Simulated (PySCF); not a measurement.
Molecule: `FC(F)Oc1ccco1`, C5H4F2O2.

Cartesian coordinates in Å; atom numbers follow the order of the lines, from 1:
```xyz
13

F     2.8444   -0.0115   -0.0802
C     2.0340    0.8424    0.5876
F     2.7754    1.3818    1.5608
O     0.9999    0.1838    1.1721
C    -0.0676   -0.1201    0.3776
C    -1.2126   -0.7707    0.7131
C    -1.9792   -0.8084   -0.4824
C    -1.2414   -0.1852   -1.4335
O    -0.0627    0.2425   -0.9143
H     1.7327    1.6367   -0.1189
H    -1.4667   -1.1659    1.6724
H    -2.9496   -1.2434   -0.6014
H    -1.4109    0.0185   -2.4705
```

Frames of a GFN2-xTB Langevin trajectory at 300 K; GIAO PBE0/pcSseg-1 shieldings in PySCF 2.14, gas phase, non-relativistic; equivalent atoms averaged within each frame.

Shifts are taken against calculated references (same method and geometry level): CFCl3 for $^{19}$F (σref 170.95); $^{13}$C (σref 186.93) and $^{1}$H (σref 31.72) against TMS; H2O for $^{17}$O (σref 336.08). The references are static minima.

How do the shifts (ppm) fluctuate along the trajectory?

Answers


```csv
time (fs),F1/F3,C5,C8,C2,C7,C6,O9,O4,H10,H12
optimised geometry,-100.5,162.1,137.9,121.3,119.2,93.1,277.1,169.7,7.30,6.74
250,-78.1,163.0,137.6,127.1,123.0,100.2,261.8,160.1,7.30,7.06
425,-77.0,159.3,135.7,129.2,120.4,89.0,270.9,178.3,7.10,6.92
625,-81.7,160.5,148.2,131.6,128.3,93.1,293.0,185.7,7.41,7.50
800,-90.9,167.0,150.5,121.0,125.2,93.9,297.6,176.8,7.57,6.55
1000,-82.6,164.6,142.8,122.1,123.8,100.5,295.0,167.2,6.90,6.81
mean of frames,-82.0,162.9,143.0,126.2,124.1,95.4,283.6,173.6,7.25,6.97
standard deviation,5.5,3.1,6.4,4.6,2.9,4.9,16.2,10.0,0.26,0.35
```

5 frames give an uncertainty of the mean of about the standard deviation over 2.2 at best, since frames this close in time may not be independent; classical motion lacks zero-point vibration, and the reference would need the same averaging.
